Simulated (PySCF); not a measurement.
This PySCF input asks for the NMR shieldings of SMILES CCCCP(C)CC#N, C7H14NP; the geometry comes from GFN2-xTB.

```python
import basis_set_exchange as bse
import numpy as np
from pyscf import gto, dft
from pyscf.prop import nmr

atoms = """
C     3.730751    0.083971    0.197012
C     2.436022   -0.544164   -0.302715
C     1.225512    0.337375   -0.003990
C    -0.069422   -0.285163   -0.515297
P    -1.511893    0.868278   -0.261757
C    -1.832891    0.561103    1.533482
C    -2.825348   -0.303526   -0.936597
C    -4.124752    0.202282   -0.615531
N    -5.153910    0.615740   -0.334925
H     4.578246   -0.559108   -0.027214
H     3.691011    0.237016    1.273223
H     3.894971    1.047889   -0.279350
H     2.504442   -0.707712   -1.380833
H     2.298133   -1.519175    0.171276
H     1.155791    0.499937    1.074166
H     1.362056    1.314357   -0.474123
H    -0.255661   -1.243431   -0.019084
H     0.017829   -0.468796   -1.590736
H    -1.760914   -0.498793    1.778349
H    -2.830950    0.925237    1.773282
H    -1.112989    1.121461    2.126715
H    -2.704614   -1.302366   -0.505528
H    -2.716172   -0.355429   -2.023300
"""
names = dict.fromkeys(["C", "P", "N", "H"], "pcSseg-1")
basis = {el: gto.basis.parse(bse.get_basis(n, elements=[el], fmt="nwchem")) for el, n in names.items()}
mol = gto.M(atom=atoms, basis=basis, charge=0, verbose=0)
mf = dft.RKS(mol, xc="PBE0")
mf.grids.level = 2
mf.grids.alignment = dft.numint.BLKSIZE   # the property module wants whole blocks of grid points
mf.conv_tol = 1e-9
mf.kernel()

calc = nmr.RKS(mf)   # GIAO
C = mf.mo_coeff
Co = C[:, mf.mo_occ > 0]
resp = mf.gen_response(singlet=True, hermi=2)
def vind(x):   # induced exchange potential for any number of trial vectors
    d = np.einsum("pi,xij,qj->xpq", C, 2 * x.reshape(-1, C.shape[1], Co.shape[1]), Co, optimize=True)
    return np.einsum("xpq,pi,qj->xij", resp(d - d.transpose(0, 2, 1)), C, Co, optimize=True).ravel()
mo1, _ = nmr.rhf.solve_mo1(calc, with_cphf=vind)
sigma = calc.kernel(mo1)
for i, s in enumerate(sigma):   # ppm
    print("%2d %-2s %9.2f" % (i, mol.atom_pure_symbol(i), np.trace(s) / 3))
```

Problem. What does it print?

Solution. 
```
 0 C     169.95
 1 C     156.10
 2 C     153.97
 3 C     146.44
 4 P     367.59
 5 C     170.56
 6 C     167.57
 7 C      65.07
 8 N     -32.19
 9 H      30.42
10 H      30.75
11 H      30.72
12 H      30.36
13 H      30.33
14 H      30.54
15 H      30.41
16 H      30.68
17 H      30.18
18 H      31.08
19 H      29.85
20 H      30.27
21 H      29.84
22 H      29.41
```

These numbers come from an equivalent density-fitted implementation of the same equations, which agrees with the script to about 0.01 ppm for H and up to a few tenths of a ppm for heavy atoms, so last digits may differ.

Size and cost of the density-fitted run: 230 basis functions, 52 s wall time on 1 thread of an Arm Neoverse V1, shared host; peak memory 1.1 GiB.
